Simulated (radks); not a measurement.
Values are calculated unless marked as measured or tabulated.
All-electron atom: Ar10+ in [He] 2s2 2p(1/2: 2, 3/2: 2) (the NIST ground configuration). Level of theory: Dirac Kohn-Sham, BLYP, spin-unpolarised, spherical densities, finite nucleus; Fermi nuclear charge, rms radius 3.4274 fm (a radial shooting solver on a logarithmic mesh with Libxc functionals).

Normalised radial functions P(r) = r R(r) (large component), r in bohr:

```
   r/bohr * 1s1/2, o 2s1/2, + 2p1/2 (the largest magnitude, 3.07, reaches the edge; | marks zero, & curves that meet)
 0.005016                             + o   *
 0.005566                             + o    *
 0.006127                             + o    *
 0.006744                             + o     *
 0.007423                             +  o     *
 0.008237                             +  o     *
 0.009067                             +  o      *
 0.009981                             +  o       *
  0.01099                             +   o       *
  0.01219                             +   o        *
  0.01342                             +   o         *
  0.01477                             +   o          *
  0.01626                             +    o          *
  0.01804                             |+   o           *
  0.01986                             |+   o            *
  0.02186                             |+    o             *
  0.02406                             |+    o              *
  0.02649                             |+    o               *
  0.02939                             |+     o               *
  0.03235                             |+     o                *
  0.03561                             | +    o                 *
   0.0392                             | +    o                  *
  0.04349                             | +    o                  *
  0.04788                             |  +   o                   *
   0.0527                             |  +   o                   *
  0.05801                             |   +  o                   *
  0.06437                             |   + o                    *
  0.07085                             |    +o                   *
  0.07799                             |    o+                  *
  0.08585                             |   o +                 *
  0.09526                             |  o   +               *
   0.1049                             | o     +            *
   0.1154                             o        +          *
   0.1271                           o |         +       *
    0.141                          o  |          +   *
   0.1552                        o    |           +*
   0.1708                      o      |          *+
    0.188                    o        |        *   +
    0.207                  o          |      *      +
   0.2297                 o           |    *        +
   0.2528                o            |   *          +
   0.2783               o             |  *           +
   0.3063              o              | *           +
   0.3399              o              |*            +
   0.3741               o             |*           +
   0.4118               o             *           +
   0.4533                o            *          +
    0.503                  o          *        +
   0.5537                    o        *       +
   0.6095                     o       *      +
   0.6709                       o     *    +
   0.7444                        o    *   +
   0.8195                          o  *  +
    0.902                           o * +
   0.9929                            o*+
    1.102                            o*+
    1.213                            o&
    1.335                             &
```

1s1/2: eigenvalue -3456.4 eV, 0 radial nodes, <r> = 0.0855 bohr, 90 % of the charge inside 0.153 bohr. 2s1/2: eigenvalue -575.15 eV, 1 radial node at r = 0.116 bohr, <r> = 0.392 bohr, 90 % of the charge inside 0.606 bohr. 2p1/2: eigenvalue -518.04 eV, 0 radial nodes, <r> = 0.346 bohr, 90 % of the charge inside 0.566 bohr.
